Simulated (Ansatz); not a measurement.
The cluster Nb4⁺. Total charge 1; doublet. Geometry PBE-D4/def2-SVP; atoms count from 1.

```csv
atom,x (Å),y (Å),z (Å)
Nb1,-0.6759,-0.5866,-1.2621
Nb2,0.3256,-1.1944,0.9367
Nb3,1.3329,0.7376,-0.2710
Nb4,-0.9825,1.0434,0.5965
```

In the def2 sets Nb takes a core potential; there is no spin–orbit coupling. The charge 1 doublet is spin-contaminated (final ⟨S²⟩ up to 0.92, 0.75 for a pure state). The structure comes from a short search, and lower isomers may exist.

Problem. Estimate the Mulliken populations from the PBE0/def2-TZVP orbitals of Ansatz.

Solution. 
```tsv
atom	charge (e)	spin (α − β)	d electrons
Nb1	0.28	-0.36	3.88
Nb2	0.22	0.86	3.86
Nb3	0.28	-0.36	3.88
Nb4	0.22	0.86	3.86
```
Mulliken values depend strongly on the basis.

Problem. Where does the spin sit?

Solution. Summed by element: Nb 1.00, of 1 unpaired in all. Largest on single atoms: Nb4 0.86, Nb2 0.86, Nb3 -0.36.

Problem. And the Mayer bond orders between heavy atoms (over 0.3)?

Solution. Nb1–Nb2 1.80 (2.49 Å); Nb1–Nb3 1.59 (2.60 Å); Nb1–Nb4 1.80 (2.49 Å); Nb2–Nb3 1.80 (2.49 Å); Nb2–Nb4 1.46 (2.61 Å); Nb3–Nb4 1.80 (2.49 Å).
